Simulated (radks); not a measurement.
Q: Species: W15+. Configuration: [Kr] 4d10 4f11 5s2. Method: scalar-relativistic Kohn-Sham, LDA (Slater exchange, VWN5 correlation), spin-polarised, spherical densities, finite nucleus; open shells are filled with parallel spins first (spin-orbit coupling, left out, can overturn this in heavy ions); Fermi nuclear charge, rms radius 5.3658 fm; computed with a radial shooting solver on a logarithmic mesh with Libxc functionals. Some entries of the table are withheld. Estimate them.

orbital  occ.  eigenvalue (eV)  r(max) (bohr)  <r^2> (bohr^2)
1s down     1        -69747.84        0.01147       0.0004637
1s up       1        -69747.83        0.01147       0.0004637
2s up       1        -12316.51        0.06573        0.007129
2s down     1        -12316.40        0.06573        0.007129
2p up       3        -10820.75        0.05389        0.005894
2p down     3        -10820.67        0.05389        0.005894
3s up       1        -3092.651         0.1854         0.04629
3s down     1        -3090.483         0.1854         0.04625
3p up       3        -2649.414         0.1835         0.04701
3p down     3        -2647.242         0.1834         0.04697
3d up       5        -2137.738         0.1493         0.03897
3d down     5        -2136.043         0.1492         0.03892
4s up       1        -893.4734         0.4192          0.2242
4s down     1        -889.7710         0.4192          0.2244
4p up       3        -746.2089         0.4388          0.2527
4p down     3        -742.6340         0.4389          0.2530
4d up       5        -559.2846         0.4475          0.2852
4d down     5        -555.8184         0.4476          0.2860
5s up       1        -356.8678            (1)          0.9588
5s down     1        -355.1944            (2)          0.9641
4f up       7        -349.8000         0.4118             (3)
4f down     4        -346.3063         0.4125             (4)

A: 
(1) 5s up r(max) (bohr): 0.8914
(2) 5s down r(max) (bohr): 0.8934
(3) 4f up <r^2> (bohr^2): 0.3332
(4) 4f down <r^2> (bohr^2): 0.3362
